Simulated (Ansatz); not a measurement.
`C#C[Si](Cl)(Cl)C#C` + `[OH][SbH2]` → `C#C[O][SbH2]` + `C#C[SiH](Cl)Cl` at 600 K and 1 bar (substitution at a C–Si bond).

Gas-phase electronic energies from Ansatz, PBE0-D4/def2-TZVP geometries. CCSD(T)/CBS is the MP2 limit (def2-TZVPP, def2-QZVPP) plus CCSD(T) − MP2 in def2-TZVPP, frozen cores. Elements past krypton have def2 core potentials. For Sb outer-core shells are correlated without core-valence functions, which leaves a few kJ/mol of doubt a bond.

```tsv
species	CCSD(T)/CBS energy (Eh)	H − E (kJ/mol)	S (J/(mol·K))
`C#C[Si](Cl)(Cl)C#C`	-1362.04922	182.5	488.2
`[OH][SbH2]`	-316.98030	103.5	324.2
`C#C[O][SbH2]`	-392.99526	143.0	394.2
`C#C[SiH](Cl)Cl`	-1285.99086	136.2	419.3
```

H − E and S are ideal-gas, rigid-rotor, harmonic terms from PBE0-D4/def2-TZVP. 1 Eh = 2625.50 kJ/mol, R = 8.31446 J/(mol·K).

Question: By hand: ΔE, ΔH, ΔS and ΔG.

Answer: ΔE = (-392.99526) + (-1285.99086) − (-1362.04922) − (-316.98030) = 0.04340 Eh = 113.9 kJ/mol. Δ(H − E) = 143.0 + 136.2 − 182.5 − 103.5 = -6.8, so ΔH = 107.1 kJ/mol. ΔS = 394.2 + 419.3 − 488.2 − 324.2 = 1.1 J/(mol·K). ΔG = 107.1 − 600 × (1.1)/1000 = 106.4 kJ/mol.

Question: By hand: the equilibrium constant, and the temperature at which ΔG would vanish if ΔH and ΔS stayed fixed.

Answer: log₁₀ K = −ΔG/(RT ln 10) = -9.3. ΔG = 0 at ΔH/ΔS = 97364 K, far beyond where these terms or the molecules hold.

The number of gas molecules stays the same, so ΔS is small and ΔH decides. A doubt of 5 kJ/mol in ΔE shifts log₁₀ K by 0.4 here. These are equilibria of isolated gas molecules and say nothing of rates. Largest T1 diagnostic: 0.015 (customary marks: 0.02 for closed shells, 0.045 for open ones).
